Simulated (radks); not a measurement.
Q: Ionisation of neutral osmium, [Xe] 4f14 5d6 6s2, to [Xe] 4f14 5d6 6s1 as the strength of local exchange is varied. All-electron calculation, scalar-relativistic Kohn-Sham, Slater X-alpha exchange (alpha = 2/3 is LDA exchange), no correlation, spin-polarised, spherical densities, point nucleus; open shells are filled with parallel spins first (spin-orbit coupling, left out, can overturn this in heavy ions). Program: a radial shooting solver on a logarithmic mesh with Libxc functionals.

| alpha | E(Os) (hartree) | exchange (hartree) | IE (eV) | -e of the level emptied (eV) | <r> of it (bohr) |
|---|---|---|---|---|---|
| 0.667 | -17236.4015 | -320.6525 | 7.354 | 4.447 (6s) | 3.191 |
| 0.713 | -17258.6461 | -343.2415 | 7.582 | 4.686 (6s) | 3.163 |
| 0.759 | -17280.9215 | -365.8915 | 7.816 | 4.932 (6s) | 3.135 |
| 0.929 | -17363.5105 | -450.1253 | 8.724 | 5.900 (6s) | 3.033 |
| 1.017 | -17406.4273 | -494.0542 | 9.221 | 6.436 (6s) | 2.981 |
| ? | -17409.8460 | -497.5580 | 9.261 | 6.480 (6s) | 2.977 |

Which alpha was used in the last row?

A: alpha = 1.024. NIST Atomic Spectra Database: 8.438 eV (measured). The Delta-SCF value meets it near alpha = 0.88. Open shells are spherical and high-spin; term and fine-structure splittings are not resolved. Spin-orbit splitting is averaged out at the scalar-relativistic level.
